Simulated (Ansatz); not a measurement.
Molecule: C2H6GeI, charge 0, multiplicity 2. It need not be the lowest isomer of its formula. 
Structure (B3LYP-D3(BJ)/def2-TZVP (Ansatz, a quantum-chemistry and plane-wave program) minimum search):
```
Ge
C 1 1.9836
H 2 1.0875 1 110.40
H 2 1.0904 3 109.68 1 -120.56
H 2 1.0912 3 109.43 4 -120.15
C 1 1.9836 2 110.25 3 175.10
H 6 1.0875 1 110.40 2 -175.10
H 6 1.0904 7 109.68 1 120.56
H 6 1.0912 7 109.43 8 120.15
I 1 2.5725 2 107.04 3 59.01
```
Charge 0, spin multiplicity 2.

Dipole moments at this geometry, in debye (magnitudes).

```
level               program  dipole (D)
------------------  -------  ----------
BLYP/def2-TZVPD      Ansatz        2.50
revPBE/def2-TZVPD    Ansatz        2.56
B97M-V/def2-TZVPD    Ansatz        2.51
B3LYP/def2-TZVPD     Ansatz        2.64
PBE0/def2-TZVPD      Ansatz  (withheld)
r2SCANh/def2-TZVPD   Ansatz        2.71
HSE06/def2-TZVPD     Ansatz        2.70
wB97M-V/def2-TZVPD   Ansatz        2.76
CCSD(T)/def2-SVPD    Ansatz  (withheld)
```

Question: What belongs in the gaps?

Answer: 
- PBE0/def2-TZVPD, dipole (D): 2.70
- CCSD(T)/def2-SVPD, dipole (D): 2.53
